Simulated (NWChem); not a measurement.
System meant: AuCl; SMILES [Cl][Au]

The following NWChem deck was run.

```
start job
memory heap 200 mb stack 900 mb global 1100 mb
geometry units angstroms noautoz
  Au     0.000000     0.000000    -0.404103
  Cl     0.000000     0.000000     1.848869
end
basis spherical
  Au library def2-svp
  Cl library def2-svp
end
dft
  xc pbe0
  iterations 150
  mulliken
end
task dft energy
```

End of the output:

```
          Convergence Information
          -----------------------
          Convergence aids based upon iterative change in
          total energy or number of iterations.
          Levelshifting, if invoked, occurs when the
          HOMO/LUMO gap drops below (HL_TOL):  1.00D-02
          DIIS, if invoked, will attempt to extrapolate
          using up to (NFOCK): 10 stored Fock matrices.

                    Damping( 0%)  Levelshifting(0.5)       DIIS
                  --------------- ------------------- ---------------
          dE  on:    start            ASAP                start
          dE off:    2 iters        150 iters           150 iters

      Screening Tolerance Information
      -------------------------------
          Density screening/tol_rho:  1.00D-10
          AO Gaussian exp screening on grid/accAOfunc:  14
          CD Gaussian exp screening on grid/accCDfunc:  20
          XC Gaussian exp screening on grid/accXCfunc:  20
          Schwarz screening/accCoul:  1.00D-08

      Superposition of Atomic Density Guess
      -------------------------------------

      charge =      79.0 Au (Gold)

      symmetry species            s     p     d     f
      number of basis functions = 7     6     5     1
      number of cont. functions = 6     3     2     1
      number of closed shells   = 6     4     2     1
      number of open shells     = 0     0     1     0
      open shell occupation     = 0     0     9     0
 ------------------------------------------------------------------------
 atomscf:atomd: error in atom scf                   0
 ------------------------------------------------------------------------
 ------------------------------------------------------------------------
  current input line :
    16: task dft energy
 ------------------------------------------------------------------------
 ------------------------------------------------------------------------
 This error has not yet been assigned to a category
 ------------------------------------------------------------------------
 For more information see the NWChem manual at https://nwchemgit.github.io

0:atomscf:atomd: error in atom scf:Received an Error in Communication
```

Problem. What is wrong, and how is it mended?

Solution. The run crashed. Cause: the def2 basis of a heavy element holds valence functions alone and wants its effective core potential (without it all electrons must fit into that basis). This input runs:
```
start job
memory heap 200 mb stack 900 mb global 1100 mb
geometry units angstroms noautoz
  Au     0.000000     0.000000    -0.404103
  Cl     0.000000     0.000000     1.848869
end
basis spherical
  * library def2-svp
end
ecp
  Au library def2-ecp
end
dft
  xc pbe0
  iterations 150
  mulliken
end
task dft energy
```
It converges to -595.63638 Ha (PBE0/def2-SVP with def2 effective core potentials on Au).
